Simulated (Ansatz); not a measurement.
C₂H₆BFSe at its PBE0-D4/def2-TZVP geometry, where that method's forces vanish. The species carries charge 0 and has multiplicity 1. The bonds changed during the relaxation, so this is another structure than the one it started from.

```xyz
11

B    -1.1795   -0.0134    1.0053
C    -0.3160    1.2048    0.6376
F     1.0016    1.2751    0.9321
Se   -0.6506    0.1598   -1.1089
C     0.9961   -0.8692   -1.1062
H    -0.6552   -0.9895    1.4530
H    -2.3610    0.1609    1.0723
H    -0.7072    2.2051    0.4664
H     1.2824   -1.0060   -2.1477
H     0.8285   -1.8273   -0.6220
H     1.7608   -0.3003   -0.5819
```

**Question.** What forces (eV/Å) does B3LYP-D4/def2-TZVPP give on these atoms in the Gaussian-basis code of Ansatz? (Estimate.)

**Answer.** Computed: 
```
B1  -0.110 -0.057  0.309
C2  -0.424  0.171  0.109
F3   0.396  0.033  0.111
Se4 -0.259  0.051 -0.518
C5   0.315 -0.187 -0.019
H6  -0.077  0.113 -0.039
H7   0.129 -0.032  0.014
H8   0.039 -0.084  0.039
H9  -0.004 -0.004  0.075
H10  0.034  0.060 -0.036
H11 -0.039 -0.065 -0.045
```

B3LYP here is the variant with VWN-RPA as its local correlation; programs differ in this.
